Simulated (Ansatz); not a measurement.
System (SMILES): [BH]F (BH-F), doublet.
Atoms: B1, F2, H3. Bonds: B1-F2, B1-H3.

Basis-set convergence of the highest harmonic wavenumber at HF with Ansatz (a first-principles code). Each level at its own minimum, finite differences of forces, unscaled; the reference is a large set that could be run, not a limit. Cartesian d functions, on some or all atoms, in 6-31G*, 6-31+G*; all else is spherical. The program fits the integrals of some runs and decomposes those of others, by size. Open shells are unrestricted. No added dispersion term, no relativity. Reference: the value in def2-QZVPPD, 2650 cm⁻¹, itself unsure by roughly 2 cm⁻¹ (its mean distance from pcseg-3, def2-QZVPP, cc-pVQZ). Deviations are taken from unrounded values.

```json
[
 {"basis": "6-31G*", "functions": "32", "highest harmonic wavenumber (cm⁻¹)": "2709"},
 {"basis": "6-31+G*", "functions": "40", "highest harmonic wavenumber (cm⁻¹)": "2719"},
 {"basis": "cc-pVDZ", "functions": "33", "highest harmonic wavenumber (cm⁻¹)": "2686"},
 {"basis": "aug-cc-pVDZ", "functions": "55", "highest harmonic wavenumber (cm⁻¹)": "2675"},
 {"basis": "def2-SVP", "functions": "33", "highest harmonic wavenumber (cm⁻¹)": "2700"},
 {"basis": "def2-SVPD", "functions": "51", "highest harmonic wavenumber (cm⁻¹)": "2686"},
 {"basis": "pcseg-1", "functions": "33", "highest harmonic wavenumber (cm⁻¹)": "2738"},
 {"basis": "aug-pcseg-1", "functions": "55", "highest harmonic wavenumber (cm⁻¹)": "2728"},
 {"basis": "6-311G**", "functions": "42", "highest harmonic wavenumber (cm⁻¹)": "2656"},
 {"basis": "6-311+G**", "functions": "50", "highest harmonic wavenumber (cm⁻¹)": "2665"},
 {"basis": "def2-TZVP", "functions": "68", "highest harmonic wavenumber (cm⁻¹)": "2653"},
 {"basis": "def2-TZVPD", "functions": "86", "highest harmonic wavenumber (cm⁻¹)": "2654"},
 {"basis": "cc-pVTZ", "functions": "74", "highest harmonic wavenumber (cm⁻¹)": "2651"},
 {"basis": "aug-cc-pVTZ", "functions": "115", "highest harmonic wavenumber (cm⁻¹)": "2653"},
 {"basis": "pcseg-2", "functions": "74", "highest harmonic wavenumber (cm⁻¹)": "2654"},
 {"basis": "aug-pcseg-2", "functions": "115", "highest harmonic wavenumber (cm⁻¹)": "2658"},
 {"basis": "def2-TZVPP", "functions": "76", "highest harmonic wavenumber (cm⁻¹)": "2652"},
 {"basis": "def2-TZVPPD", "functions": "94", "highest harmonic wavenumber (cm⁻¹)": "2653"},
 {"basis": "def2-QZVPP", "functions": "144", "highest harmonic wavenumber (cm⁻¹)": "2649"},
 {"basis": "def2-QZVPPD", "functions": "162", "highest harmonic wavenumber (cm⁻¹)": "2650"}
]
```

What the diffuse functions change, pair by pair:
- 6-31G* to 6-31+G*: 8 more functions, deviation 59 to 69 cm⁻¹
- cc-pVDZ to aug-cc-pVDZ: 22 more functions, deviation 36 to 25 cm⁻¹
- def2-SVP to def2-SVPD: 18 more functions, deviation 50 to 36 cm⁻¹
- pcseg-1 to aug-pcseg-1: 22 more functions, deviation 88 to 78 cm⁻¹
- 6-311G** to 6-311+G**: 8 more functions, deviation 6 to 15 cm⁻¹
- def2-TZVP to def2-TZVPD: 18 more functions, deviation 3 to 4 cm⁻¹
- cc-pVTZ to aug-cc-pVTZ: 41 more functions, deviation 1 to 3 cm⁻¹
- pcseg-2 to aug-pcseg-2: 41 more functions, deviation 4 to 8 cm⁻¹
- def2-TZVPP to def2-TZVPPD: 18 more functions, deviation 2 to 3 cm⁻¹
- def2-QZVPP to def2-QZVPPD: 18 more functions, deviation -1 to 0 cm⁻¹

Leaving out the reference's own pair, they bring the value nearer the reference by more than 2 cm⁻¹ in 3 of 9 pairs.
